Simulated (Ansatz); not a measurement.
CH8AlBSi2, relaxed with RKS PBE0-D4/def2-TZVP in Ansatz 0.2.0 from a PBE-D4/def2-SVP geometry. The force threshold is 0.005 eV/Å; the program also tests the step.

Total charge 0; spin multiplicity 1. The bonds changed during the relaxation, so this is another structure than the one it started from.

Start:

```xyz
13

B     0.577    1.002    0.536
Si    1.389   -0.278   -0.797
C    -0.284   -0.951   -1.484
Al   -1.329    0.189   -0.263
Si   -0.118    0.566    2.223
H    -0.082    1.903   -0.043
H     2.231   -1.380   -0.203
H     2.197    0.414   -1.869
H    -0.445   -0.880   -2.579
H    -0.382   -2.020   -1.185
H    -2.822    0.769   -0.275
H     0.261   -0.667    2.993
H    -1.194    1.332    2.947
```

Task: By how much does the energy fall, and how many steps does the optimiser take? (An estimate is asked.)

Result: The calculation gave: 4.39 kJ/mol, in 10 steps.

Task: Which bonds change most? (Best estimate.)

Result: The calculation gave: Si2–Al4 from 2.809 to 2.766 Å; Si2–C3 from 1.930 to 1.902 Å; Al4–Si5 from 2.791 to 2.770 Å; B1–Si5 from 1.876 to 1.854 Å.

Task: Give the relaxed structure. (Best estimate.)

Result: Computed: 
```xyz
13

B     0.566    1.000    0.530
Si    1.361   -0.290   -0.786
C    -0.281   -0.940   -1.492
Al   -1.316    0.161   -0.256
Si   -0.112    0.577    2.203
H    -0.092    1.880   -0.043
H     2.166   -1.379   -0.164
H     2.199    0.379   -1.822
H    -0.433   -0.807   -2.564
H    -0.383   -2.005   -1.257
H    -2.808    0.699   -0.261
H     0.291   -0.621    2.982
H    -1.158    1.345    2.931
```
